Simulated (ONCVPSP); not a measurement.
Xe (Z = 54): ONCV pseudisation with PBE, scalar-relativistic reference atom.

| Quantity | Value |
| --- | --- |
| Element | xenon |
| Generator | ONCVPSP 4.0.1 |
| Type | optimised norm-conserving Vanderbilt (ONCV) |
| Functional | PBE |
| Relativity | scalar-relativistic |
| Frozen core | [Ar] 3d10 |
| Valence charge | 26 |
| Reference configuration | 4s2 4p6 4d10 5s2 5p6 |
| Partial waves | 4s+5s: rc 1.20 bohr, ncon 4, nbas 7, qcut 11.5 1/bohr, 2 projectors; 4p+5p: rc 1.50 bohr, ncon 3, nbas 7, qcut 7.8 1/bohr, 2 projectors; 4d: rc 0.90 bohr, ncon 4, nbas 7, qcut 11.6 1/bohr, 2 projectors, debl 0.5 Ha |
| Local potential | polynomial inside 0.70 bohr (lpopt 5, dvloc0 0 Ha) |
| Core correction | Teter function fitted to the true core (icmod 2), fcfact 0.5 |

In the d channel the program set the typed energies aside and used -2.182, 0.250 Ha.

All-electron outer shells of the reference configuration (PBE, scalar-relativistic, ld1.x):

```tsv
shell	level (eV)	outermost node (bohr)	outermost maximum (bohr)
3p	-916.71	0.12	0.27
3d	-653.61	–	0.23
4s	-197.46	0.36	0.66
4p	-141.27	0.36	0.69
4d	-59.38	0.34	0.75
5s	-19.74	0.85	1.63
5p	-8.23	0.92	1.91
```

What the tests gave:

```
Cutoffs needed             : 61 Ha and 78 Ha (the cutoffs (Ha) at which the residual kinetic energy of the hardest occupied pseudo-wave falls to 1 and 0.1 mHa per electron)
Ghost test                 : ghosts flagged at negative energy: p at -4511.1 eV; GHOST(+) flagged for s at 77.4 eV; a true bound ghost makes a file unfit for plane-wave use
Largest excitation error   : -21 meV (all-electron minus pseudo) for 4s2 4p6 4d10 5s2 5p3, out of 4 test configurations
rms error of d²Exc/dni dnj : 2.02 mHa without and 0.93 mHa with the model core
```

Generation and tests took about 3 s on one core of a shared server CPU.
